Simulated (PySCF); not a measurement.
## [ClSe3]+, singlet: data card

These are results of B3LYP/[Cl def2-SVP, Se def2-SVP], no relativity, density fitting, PySCF, not measurements.

The structure is a higher-order saddle point with 2 imaginary modes (one degenerate set).

Z-matrix (Å, degrees; charge 1 multiplicity 1):
```
Cl
Se 1 2.2792
Se 1 2.2792 2 103.16
Se 1 2.2792 2 103.16 3 -107.15
```

```
Point group                                                                   : C3v
Bond lengths                                                                  : Cl–Se 2.279 Å (×3)
Bond angles                                                                   : Se–Cl–Se 103.2° (×3)
Rotational constants                                                          : 0.03131, 0.03131, 0.01654 cm⁻¹
Dipole moment about the centre of mass                                        : 0.15 D
Lowest empty level                                                            : -11.15 eV
Zero-point energy (real modes)                                                : 5.5 kJ/mol
Principal polarisabilities                                                    : 44.7, 125.3, 125.3 bohr³
Highest occupied level                                                        : -12.10 eV
Principal quadrupole moments (Buckingham, traceless) about the centre of mass : -15.21, 7.60, 7.60 D Å
```

Harmonic modes (masses in u: Cl 34.969, Se 79.917):
```
symmetry  ω (cm⁻¹)  IR (km/mol, summed over degenerate members)
       e       93i                                            –
      a1        96                                          0.0
      a1       259                                          0.3
       e       283                                          3.9
```

In C3v the vibrations span 2e + 2a1.

Charges (e):
```json
{"atom": "Cl1", "Mulliken": "0.14", "Löwdin": "0.53", "polar tensor": "-0.09", "Mayer order to Cl1": "–"}
{"atom": "Se2,3,4", "Mulliken": "0.29", "Löwdin": "0.16", "polar tensor": "0.36", "Mayer order to Cl1": "0.68"}
```
Other Mayer orders above 0.3: Se–Se 0.55 (×3).

Mulliken populations on Cl1: s 5.94, p 10.82, d 0.10.

Outer orbital energies (eV). occupied: -18.59, -18.59, -18.21, -12.98, -12.98, -12.49, -12.10, -12.10; empty: -11.15, -9.72, -9.03, -9.03.

This need not be the most stable arrangement of these atoms. The small gap makes a closed-shell description doubtful.

The final relaxation and frequency run took roughly 5 core-minutes on a shared host.
